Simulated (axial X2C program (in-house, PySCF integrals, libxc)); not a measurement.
# TaBr⁺: properties at the nuclei

Calculated with an in-house all-electron X2C program for linear molecules (integrals from PySCF): two-component X2C with atomic mean-field Coulomb and Gaunt terms, Gaussian nuclei, basis Ta dyall-cv3z, Br dyall-cv3z with contracted cores.

R = 2.339 Å (near the PBE0 minimum at charge 1 of the determinant lowest at the starting distance; the state shown can have its own minimum elsewhere).

Input and command:
```json
{"zs": [73, 35], "q": 1, "bas": ["dyall-cv3z", "dyall-cv3z"], "r0": 2.6, "levels": ["PBE0", "HF", "LDA", "PBE", "r2SCAN"], "nst": 3}
```
```bash
python soeom.py task.json out
```

Keys: zs atomic numbers; q charge; bas basis sets; r0 starting distance in Å; levels methods; nst determinants followed.

Determinant lowest in the PBE0 search, Ω = 3/2 (⟨Sz⟩ = 1.48, ⟨Lz⟩ = 0.02 at PBE0), spin on the atoms Ta 1.55, Br -0.08:

| level | Eeff magnitude (GV/cm) | Ws magnitude Ta (kHz) | A∥/gI Ta (MHz) | qzz Ta (a.u.) | A∥/gI Br (MHz) | qzz Br (a.u.) |
| --- | --- | --- | --- | --- | --- | --- |
| PBE0 | 10 | 5.77 | 3240 | 3.22 | 25.5 | 1.52 |
| LDA | 14.8 | 8.7 | 3590 | 4.07 | 40.5 | 1.40 |
| PBE | 13.2 | 7.75 | 3400 | 3.73 | 42.3 | 1.37 |
| r2SCAN | 10.9 | 6.67 | 3460 | 3.31 | 22.5 | 1.41 |

Eeff is the effective electric field on the electron electric dipole moment in this Ω state and Ws the scalar–pseudoscalar constant of the nucleus named (defined with the proton number Z and per Ω); A∥ (defined per Ω) follows by multiplying with gI = μI/(I μN); qzz is the electric field gradient, eQq0 = 234.96 MHz × Q/barn × qzz. The operators were transformed with the bare-nucleus X2C matrices; with these basis sets, hyperfine constants and field gradients can be off by tens of per cent, and where levels differ in sign neither size nor sign is settled.

(1) With gI(181Ta) = 0.6773, Q(181Ta) = 3.17 barn, gI(79Br) = 1.4043, Q(79Br) = 0.3087 barn (g factors from the IAEA table of nuclear moments by Stone; Q from Pyykkö, Mol. Phys. 2018), turn the PBE0 values of the first state into constants in MHz.

Each state is one determinant with collinear spin, which with several unpaired electrons need not be a pure state. This is the top spin component of a Σ state; components of lower Ω are not single determinants and can lie lower. With several open shells hyperfine constants can be off by a factor of several. Left out as unconverged or as another state under the same occupation: HF in at least one table. States lie within half an eV, so the first need not be the ground state. Further determinants of the search, some of them spin-mixed, are not shown.

Answers

(1) A∥(181Ta) = 3240 × 0.6773 = 2190 MHz; eQq0(181Ta) = 234.96 × (3.17) × (3.22) = 2400 MHz; A∥(79Br) = 25.5 × 1.4043 = 35.8 MHz; eQq0(79Br) = 234.96 × (0.3087) × (1.52) = 110 MHz.
